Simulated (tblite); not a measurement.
Start geometry of `[SiH3]CC#CCCl` from a force field or distance geometry (Å):
```
atom  x, y, z in Å
Si1   -2.1498    0.8848    0.7803
C2    -1.3218   -0.6617    0.1758
C3     0.1549   -0.5601    0.0641
C4     1.3397   -0.4638   -0.0511
C5     2.7936   -0.3691   -0.1608
Cl6    3.2915    1.2666    0.3036
H7    -1.6796    1.2773    2.1312
H8    -1.9255    2.0220   -0.1543
H9    -3.6204    0.6575    0.8696
H10   -1.7427   -0.9469   -0.7823
H11   -1.5594   -1.4858    0.8730
H12    3.1160   -0.5399   -1.1966
H13    3.2990   -1.0803    0.4941
```

Problem. What comes out of this run: tblite 0.8.0, GFN2-xTB geometry optimisation, gas phase?

Solution. 
```
atom  x, y, z in Å
Si1   -2.094    0.927    0.787
C2    -1.329   -0.718    0.169
C3     0.100   -0.607    0.050
C4     1.294   -0.524   -0.053
C5     2.717   -0.348   -0.151
Cl6    3.180    1.333    0.337
H7    -1.540    1.243    2.102
H8    -1.789    1.983   -0.177
H9    -3.542    0.718    0.877
H10   -1.749   -0.983   -0.804
H11   -1.568   -1.525    0.864
H12    3.066   -0.477   -1.176
H13    3.250   -1.022    0.521
```

The energy falls by 3.1 kcal/mol over 48 L-BFGS steps, the largest force on an atom goes from 1.96 to 0.005 eV/Å, and the atoms move by 0.093 Å rms after alignment. The bond that changes most is Si1–C2 (SiH3 silicon to sp3 carbon bound to silicon), which lengthens by 0.061 Å. Bonds longer at the end by more than 0.005 Å: 4 of 12; shorter: 7. Among the angles that change most is Si1–C2–C3, from 114.3° to 110.9°. Rotational constants go from 5216, 788.4, 696.4 to 4791, 832.4, 721.5 MHz. The orientation of the end geometry is arbitrary; only internal coordinates are fixed.

On Arm Neoverse V1, one thread, shared host with 64 logical CPUs at a one-minute load of 12, this took 0.27 s wall.

Its GFN2-xTB frequencies are all real (lowest 19 cm⁻¹). 3 starts were optimised and ended at 0.00, 0.27 and 0.33 kcal/mol (GFN2-xTB); the lowest of these is shown.

All values are computed, not measured.
